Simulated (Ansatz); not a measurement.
# Molecular dynamics of CH8GeN

input.yaml

```yaml
crystal:
  periodic: [false, false, false]
  atoms:
    - { symbol: H, position_ang: [0.064892, -0.43759, -0.019112] }
    - { symbol: C, position_ang: [0.111396, 0.16978, -1.36573] }
    - { symbol: "N", position_ang: [-0.100849, 1.558478, -1.331058] }
    - { symbol: Ge, position_ang: [-0.009182, -1.037508, 1.643586] }
    - { symbol: H, position_ang: [-0.67186, -0.381142, -1.880727] }
    - { symbol: H, position_ang: [1.107554, -0.112664, -1.697705] }
    - { symbol: H, position_ang: [-1.006895, 1.820059, -0.991101] }
    - { symbol: H, position_ang: [0.603791, 2.063263, -0.827647] }
    - { symbol: H, position_ang: [-0.482554, 0.084219, 2.588721] }
    - { symbol: H, position_ang: [1.377212, -1.511564, 2.117199] }
    - { symbol: H, position_ang: [-0.993404, -2.215331, 1.763674] }
magnetization:
  spin_polarized: true
  initial_magnetization: 1
basis:
  gaussian: { orbitals: def2-SVP }
hamiltonian:
  xc: hf
md:
  timestep: 0.5
  n_steps: 200
  ensemble: nve
  temperature: 300.0
  initial_velocities: maxwell_boltzmann
  seed: 7605
```

Command:

```bash
$ ansatz run input.yaml --threads 2 --pin off --max-ram 3072MiB --backend cpu --events-out ev --progress --plain --runs-dir out
```

It starts at the highest image of a converged band. Of that band: A vibrational analysis at the climbing image gives one clearly imaginary mode, 1888i cm⁻¹, and a faint second one (37i cm⁻¹) that may be numerical noise or a soft torsion: probably a first-order saddle point.

Output, in part (one step line in 7, the closing report, with atoms numbered from 0):

```
md step     0: t =     0.00 fs  T =   300.0 K  F+E_penalty+E_count = -59100.53959035 eV  E_kin = 0.349002 eV  conserved = -59100.19058836 eV  (37 SCF iters)
md step     7: t =     3.50 fs  T =   220.1 K  F+E_penalty+E_count = -59100.44548385 eV  E_kin = 0.256108 eV  conserved = -59100.18937562 eV  (27 SCF iters)
md step    14: t =     7.00 fs  T =   348.5 K  F+E_penalty+E_count = -59100.59530131 eV  E_kin = 0.405368 eV  conserved = -59100.18993301 eV  (28 SCF iters)
md step    21: t =    10.50 fs  T =   369.8 K  F+E_penalty+E_count = -59100.61966263 eV  E_kin = 0.430154 eV  conserved = -59100.18950894 eV  (26 SCF iters)
md step    28: t =    14.00 fs  T =   618.6 K  F+E_penalty+E_count = -59100.91171594 eV  E_kin = 0.719633 eV  conserved = -59100.19208322 eV  (27 SCF iters)
md step    35: t =    17.50 fs  T =   460.0 K  F+E_penalty+E_count = -59100.72401525 eV  E_kin = 0.535117 eV  conserved = -59100.18889866 eV  (29 SCF iters)
md step    42: t =    21.00 fs  T =   658.3 K  F+E_penalty+E_count = -59100.95652149 eV  E_kin = 0.765813 eV  conserved = -59100.19070820 eV  (27 SCF iters)
md step    49: t =    24.50 fs  T =   661.0 K  F+E_penalty+E_count = -59100.95888924 eV  E_kin = 0.769020 eV  conserved = -59100.18986928 eV  (27 SCF iters)
md step    56: t =    28.00 fs  T =   820.9 K  F+E_penalty+E_count = -59101.14625143 eV  E_kin = 0.954930 eV  conserved = -59100.19132104 eV  (27 SCF iters)
md step    63: t =    31.50 fs  T =   710.3 K  F+E_penalty+E_count = -59101.01551511 eV  E_kin = 0.826376 eV  conserved = -59100.18913945 eV  (27 SCF iters)
md step    70: t =    35.00 fs  T =   821.1 K  F+E_penalty+E_count = -59101.14542274 eV  E_kin = 0.955189 eV  conserved = -59100.19023403 eV  (28 SCF iters)
md step    77: t =    38.50 fs  T =   889.6 K  F+E_penalty+E_count = -59101.22621303 eV  E_kin = 1.034948 eV  conserved = -59100.19126473 eV  (26 SCF iters)
md step    84: t =    42.00 fs  T =   827.6 K  F+E_penalty+E_count = -59101.15321317 eV  E_kin = 0.962829 eV  conserved = -59100.19038413 eV  (27 SCF iters)
md step    91: t =    45.50 fs  T =   768.3 K  F+E_penalty+E_count = -59101.08360694 eV  E_kin = 0.893834 eV  conserved = -59100.18977314 eV  (28 SCF iters)
md step    98: t =    49.00 fs  T =   745.9 K  F+E_penalty+E_count = -59101.05766845 eV  E_kin = 0.867760 eV  conserved = -59100.18990797 eV  (28 SCF iters)
md step   105: t =    52.50 fs  T =   967.1 K  F+E_penalty+E_count = -59101.31658021 eV  E_kin = 1.125020 eV  conserved = -59100.19156029 eV  (28 SCF iters)
md step   112: t =    56.00 fs  T =   792.9 K  F+E_penalty+E_count = -59101.11123875 eV  E_kin = 0.922419 eV  conserved = -59100.18882013 eV  (27 SCF iters)
md step   119: t =    59.50 fs  T =   822.9 K  F+E_penalty+E_count = -59101.14819669 eV  E_kin = 0.957335 eV  conserved = -59100.19086214 eV  (27 SCF iters)
md step   126: t =    63.00 fs  T =   707.6 K  F+E_penalty+E_count = -59101.01281825 eV  E_kin = 0.823215 eV  conserved = -59100.18960311 eV  (27 SCF iters)
md step   133: t =    66.50 fs  T =   931.0 K  F+E_penalty+E_count = -59101.27386960 eV  E_kin = 1.083060 eV  conserved = -59100.19080990 eV  (27 SCF iters)
md step   140: t =    70.00 fs  T =   762.5 K  F+E_penalty+E_count = -59101.07582544 eV  E_kin = 0.886998 eV  conserved = -59100.18882719 eV  (27 SCF iters)
md step   147: t =    73.50 fs  T =   927.7 K  F+E_penalty+E_count = -59101.27115298 eV  E_kin = 1.079173 eV  conserved = -59100.19198038 eV  (26 SCF iters)
md step   154: t =    77.00 fs  T =   734.1 K  F+E_penalty+E_count = -59101.04334176 eV  E_kin = 0.854001 eV  conserved = -59100.18934108 eV  (27 SCF iters)
md step   161: t =    80.50 fs  T =   811.6 K  F+E_penalty+E_count = -59101.13387538 eV  E_kin = 0.944191 eV  conserved = -59100.18968391 eV  (27 SCF iters)
md step   168: t =    84.00 fs  T =   887.1 K  F+E_penalty+E_count = -59101.22274925 eV  E_kin = 1.031956 eV  conserved = -59100.19079289 eV  (25 SCF iters)
md step   175: t =    87.50 fs  T =   903.1 K  F+E_penalty+E_count = -59101.24184691 eV  E_kin = 1.050655 eV  conserved = -59100.19119146 eV  (26 SCF iters)
md step   182: t =    91.00 fs  T =   789.8 K  F+E_penalty+E_count = -59101.10830969 eV  E_kin = 0.918821 eV  conserved = -59100.18948912 eV  (27 SCF iters)
md step   189: t =    94.50 fs  T =   761.9 K  F+E_penalty+E_count = -59101.07582040 eV  E_kin = 0.886357 eV  conserved = -59100.18946372 eV  (27 SCF iters)
md step   196: t =    98.00 fs  T =   919.8 K  F+E_penalty+E_count = -59101.26180088 eV  E_kin = 1.070048 eV  conserved = -59100.19175315 eV  (26 SCF iters)
md step   200: t =   100.00 fs  T =   772.8 K  F+E_penalty+E_count = -59101.08769318 eV  E_kin = 0.899062 eV  conserved = -59100.18863075 eV  (37 SCF iters)
Total energy: -59101.08769318 eV, -2171.9249125682 hartree
Atom 0 at     0.117038    -2.136228     3.038811 Å, force     0.396907    -2.008842     2.059935 eV/Å
Atom 1 at    -0.032108     1.124228    -2.920388 Å, force    -2.452787     0.389710     1.675458 eV/Å
Atom 2 at    -0.132427     1.585535    -1.552554 Å, force     0.259425    -0.586575    -1.043880 eV/Å
Atom 3 at     0.024974    -1.213032     1.974425 Å, force     0.466738     1.817377    -1.997558 eV/Å
Atom 4 at    -0.938179     1.264255    -3.554402 Å, force     0.975679    -0.068917     0.662735 eV/Å
Atom 5 at     0.916164     1.079266    -3.379894 Å, force     1.050593     0.124558    -0.311749 eV/Å
Atom 6 at    -0.975651     1.343710    -1.058215 Å, force    -0.209038     0.072145    -0.640923 eV/Å
Atom 7 at     0.603579     1.263045    -0.951814 Å, force     0.377231     0.072244    -0.334901 eV/Å
Atom 8 at     1.236151    -1.219962     1.007699 Å, force    -0.044448    -0.040583     0.362766 eV/Å
Atom 9 at    -0.121207     0.167704     2.597697 Å, force    -0.059815     0.305979    -0.054604 eV/Å
Atom 10 at    -1.151451    -1.554275     1.117967 Å, force    -0.760486    -0.077095    -0.377279 eV/Å
Dipole moment:    -0.008839    -0.228595     0.174854 e Å
```

All steps were run. The conserved energy stayed within 0.21 meV per atom of its start (net change 0.18 meV per atom), so the integration is sound. The system heated up, since it started high on the potential surface and ran downhill. A run of 0.1 ps of so small a system gives no equilibrium averages.

The step under study would form H1–Ge4 and break H1–C2. These pairs go: H1–Ge4 1.77 → 1.41 Å, H1–C2 1.48 → 6.79 Å. In the last frame they stand as after the step (other bonds may differ from the relaxed reactants and products). It ends as CH4N + GeH4. Pairs count as bonded within 1.25 times the sum of covalent radii (0.12 Å more for H–H).

Last frame:

```xyz
11
Properties=species:S:1:pos:R:3
H 0.117 -2.136 3.039
C -0.032 1.124 -2.920
N -0.132 1.585 -1.553
Ge 0.025 -1.213 1.974
H -0.938 1.264 -3.554
H 0.916 1.079 -3.380
H -0.976 1.344 -1.058
H 0.604 1.263 -0.952
H 1.236 -1.220 1.008
H -0.121 0.168 2.598
H -1.151 -1.554 1.118
```

The run took 5 min on 2 threads of Arm Neoverse V1 (shared host), peak memory 0.26 GiB.
